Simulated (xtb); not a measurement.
xtb input (GFN1-xTB):

```bash
xtb mol.xyz --gfn 1 --opt tight --chrg 0 --uhf 0
```
mol.xyz:
```
20

C      2.88012352     0.03490589    -0.10575287
N      1.59692647    -0.41330810    -0.62121140
Si     0.09154308    -0.22031232     0.18931669
N     -0.81190858     1.24000197     0.11137595
C     -0.62031664     2.39294462     0.97444239
N     -0.90935427    -1.41514307    -0.52494955
C     -2.34185675    -1.57617228    -0.33571128
H      2.83983640     0.06779282     0.98420147
H      3.16370573     1.03560722    -0.45435976
H      3.68227749    -0.65652246    -0.37944803
H      1.58186165    -0.51043582    -1.62560848
H      0.45243353    -0.31814466     1.62865776
H     -1.29269628     1.45699786    -0.74886806
H     -1.57484472     2.85753631     1.23883019
H      0.01933937     3.16521408     0.53025106
H     -0.14771649     2.07271361     1.90437425
H     -0.44621718    -2.25803335    -0.82749928
H     -2.84015166    -1.84826680    -1.27132042
H     -2.76680786    -0.63221491     0.00404296
H     -2.58996954    -2.33879629     0.41193851
```

End of the output:

```

     #   Z          #   Z                                           value/Å
     1   6 C        2   7 N                                       1.4654001
     2   7 N        3  14 Si                                      1.7308489 (max)
     3  14 Si       4   7 N                                       1.7303285
     4   7 N        5   6 C                                       1.4651563
     3  14 Si       6   7 N                                       1.7231880
     6   7 N        7   6 C                                       1.4657272
     1   6 C        8   1 H                                       1.0916944
     1   6 C        9   1 H                                       1.0951759
     1   6 C       10   1 H                                       1.0951808
     2   7 N       11   1 H                                       1.0118635
     3  14 Si      12   1 H                                       1.4440382
     4   7 N       13   1 H                                       1.0120320
     5   6 C       14   1 H                                       1.0950894
     5   6 C       15   1 H                                       1.0951743
     5   6 C       16   1 H                                       1.0917067
     6   7 N       17   1 H                                       1.0118370 (min)
     7   6 C       18   1 H                                       1.0950503
     7   6 C       19   1 H                                       1.0908452
     7   6 C       20   1 H                                       1.0949650

 * 5 distinct bonds (by element types)

   Z      Z             #   av. dist./Å        max./Å        min./Å
   1 H    6 C           9     1.0938758     1.0951808     1.0908452
   1 H    7 N           3     1.0119108     1.0120320     1.0118370
   6 C    7 N           3     1.4654279     1.4657272     1.4651563
   1 H   14 Si          1     1.4440382     1.4440382     1.4440382
   7 N   14 Si          3     1.7281218     1.7308489     1.7231880

optimized geometry written to: xtbopt.xyz

           -------------------------------------------------
          | TOTAL ENERGY              -24.891441347538 Eh   |
          | GRADIENT NORM               0.000138122814 Eh/α |
          | HOMO-LUMO GAP               6.040918620288 eV   |
           -------------------------------------------------
Note: The following floating-point exceptions are signalling: IEEE_DENORMAL
normal termination of xtb

------------------------------------------------------------------------
------------------------------------------------------------------------
 total:
 SCF:
 ANC optimizer:
```
